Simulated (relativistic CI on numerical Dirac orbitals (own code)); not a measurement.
Transition arrays of In²⁵⁺

Calculated at this level of theory: Dirac-Coulomb-Breit CI, KLI orbitals optimised for each configuration, model QED (radiative potential, 1s self-energy scaled to tabulated hydrogen-like ionisation energies), valence Slater integrals scaled by 0.9, whole transition arrays (own radial code, finite nucleus).

Configuration list (outside the closed core [Ne] 3s2): 3p⁶3d⁶, 3p⁶3d⁵4f, 3p⁵3d⁷, 3p⁶3d⁵4p, 3p⁶3d⁵5f. Levels of other configurations are missing.

All E1 lines from the levels of 3p⁶3d⁶; mean and standard deviation are weighted by gf, and upper levels are sorted by their leading configuration.

```csv
Upper configuration,Lines,Σgf,Mean (eV),Mean (nm),σ (eV),Strongest line (nm)
3p⁶3d⁵4f,5470,910.5,745.54,1.663,7.50,1.646
3p⁵3d⁷,1718,149.6,226.89,5.465,20.56,4.881
3p⁶3d⁵4p,3245,52.6,588.19,2.108,7.08,2.112
3p⁶3d⁵5f,5470,302.7,957.72,1.295,8.21,1.288
```

Σgf per state of the lower configuration in bins of 0.2 nm over the central range (centre: value): 1.3: 1.44, 1.7: 4.34, 2.1: 0.25, 4.9: 0.12, 5.1: 0.14, 5.3: 0.10, 5.7: 0.06, 5.9: 0.08.

How do configuration mixing and the scaling of the Slater integrals move the arrays?

Slater scale 0.9, no configuration mixing: 3p⁶3d⁵4f 745.8 ± 7.6 eV (Σgf 928.9), 3p⁵3d⁷ 227.4 ± 20.7 eV (Σgf 160.9), 3p⁶3d⁵4p 588.3 ± 7.1 eV (Σgf 48.7), 3p⁶3d⁵5f 957.3 ± 8.2 eV (Σgf 239.3); Slater scale 1: 3p⁶3d⁵4f 746.9 ± 8.1 eV (Σgf 914.5), 3p⁵3d⁷ 228.4 ± 21.4 eV (Σgf 149.3), 3p⁶3d⁵4p 588.3 ± 7.7 eV (Σgf 53.1), 3p⁶3d⁵5f 958.3 ± 8.9 eV (Σgf 304.4); Slater scale 0.8: 3p⁶3d⁵4f 744.2 ± 6.9 eV (Σgf 906.5), 3p⁵3d⁷ 225.4 ± 19.8 eV (Σgf 149.9), 3p⁶3d⁵4p 588.1 ± 6.5 eV (Σgf 52.2), 3p⁶3d⁵5f 957.2 ± 7.6 eV (Σgf 301.1). With mixing, levels are counted to their leading configuration, so an array can shrink or vanish into another, and the sums then hold other lines.
